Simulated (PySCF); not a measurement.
C2H8FNSi, SMILES C[C@H]([SiH2]F)N. Geometry optimised at PBE-D3(BJ)/def2-SVP. The structure was generated by enumeration; whether it is a known compound was not checked. The values are those of a single conformer.

Computed equilibrium geometry at PBE-D3(BJ)/def2-SVP (PySCF confirms it by a frequency run) as bond lengths and angles (one conformer of several):
Atoms: C1 C2 N3 Si4 F5 H6 H7 H8 H9 H10 H11 H12 H13. Bonded distances (Å): C1–C2 1.532, C1–H6 1.109, C1–H7 1.112, C1–H8 1.110, C2–N3 1.466, C2–Si4 1.894, C2–H9 1.124, N3–H10 1.028, N3–H11 1.030, Si4–F5 1.650, Si4–H12 1.501, Si4–H13 1.505. Angles (°): C2–C1–H6 110.9, C2–C1–H7 110.7, C2–C1–H8 112.0, H6–C1–H7 107.2, H6–C1–H8 108.8, H7–C1–H8 107.0, C1–C2–N3 110.3, C1–C2–Si4 110.0, C1–C2–H9 107.8, N3–C2–Si4 106.6, N3–C2–H9 114.5, Si4–C2–H9 107.5, C2–N3–H10 110.2, C2–N3–H11 110.3, H10–N3–H11 106.3, C2–Si4–F5 107.2, C2–Si4–H12 111.2, C2–Si4–H13 111.5, F5–Si4–H12 108.0, F5–Si4–H13 107.7, H12–Si4–H13 111.0.
